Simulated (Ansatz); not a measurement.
Computed with Ansatz on PBE0-D4/def2-TZVP structures; ΔE is electronic, products minus reactants. CCSD(T)/CBS adds triple-zeta CCSD(T) − MP2 to the extrapolated MP2 energy (def2 sets, frozen cores). DFT in def2-TZVPP. HSE06 is defined as in plane-wave codes. One conformer a species, not always the lowest.

Reaction (ligand exchange at a B–C bond): `BC1C=N1` + `CB(N)N` → `BNB(C)N` + `C1=NC1`

`BC1C=N1`:

Z-matrix (Å, degrees):
```
C
C 1 1.480
N 1 1.594 2 46.9
B 1 1.521 2 120.1 3 -102.0
H 1 1.088 2 114.7 3 98.0
H 2 1.082 1 146.9 3 -177.9
H 4 1.197 1 120.4 2 -146.4
H 4 1.196 1 119.5 2 32.2
```

`CB(N)N`:

```xyz
11

C     0.560    0.850    0.926
B    -0.080   -0.116   -0.151
N    -1.456   -0.005   -0.465
N     0.721   -1.102   -0.777
H     1.622    1.037    0.742
H     0.058    1.819    0.972
H     0.485    0.405    1.924
H    -1.940   -0.603   -1.112
H    -2.046    0.685   -0.039
H     1.698   -1.201   -0.575
H     0.379   -1.770   -1.444
```

`BNB(C)N`:

Z-matrix (Å, degrees):
```
C
B 1 1.575
H 1 1.092 2 113.6
H 1 1.095 2 110.8 3 -121.2
H 1 1.095 2 110.7 3 121.1
N 2 1.461 1 118.8 3 179.2
N 2 1.398 1 121.4 3 -0.8
B 6 1.397 2 129.3 1 -179.8
H 6 1.010 2 114.5 1 0.1
H 7 1.005 2 123.2 1 -179.9
H 7 1.003 2 122.3 1 0.1
H 8 1.198 6 120.0 2 179.9
H 8 1.200 6 119.9 2 -0.0
```

`C1=NC1`:

Cartesian coordinates in Å:
```
C 0.314 0.709 0.276
N -0.542 0.189 1.016
C -0.180 -0.525 -0.284
H 0.948 1.585 0.248
H -0.932 -0.514 -1.068
H 0.392 -1.444 -0.188
```

```tsv
level	ΔE (kcal/mol)
PBE-D4	-25.2
BLYP-D4	-25.1
r2SCANh-D4	-25.7
HSE06-D4	-26.0
r2SCANh	-25.6
CAM-B3LYP	-26.7
LC-ωPBE	-26.8
MP2/def2-SVP	-30.0
```

**Question.** What does CCSD(T)/CBS give? (Estimate.)

**Answer.** Computed: -26.1 kcal/mol. The listed levels differ from it by 0.9, 1.0, 0.4, 0.1, 0.5, -0.6, -0.7, -3.9 kcal/mol.

Largest T1 diagnostic among the species: 0.013.

At CCSD(T), def2-SVP lies −4.6 kcal/mol from the extrapolated value and def2-TZVPP −0.6 kcal/mol. Leaving LDA and LC-ωPBE aside and taking each functional with its dispersion term where it has one, the values, not all of them listed here, spread over 2.1 kcal/mol, from CAM-B3LYP-D4 to revPBE-D4. LDA lies −1.9 kcal/mol from PBE without D4. From PBE to PBE0 (25 % exact exchange), in def2-TZVPP and without D4, ΔE moves by −0.9 kcal/mol.
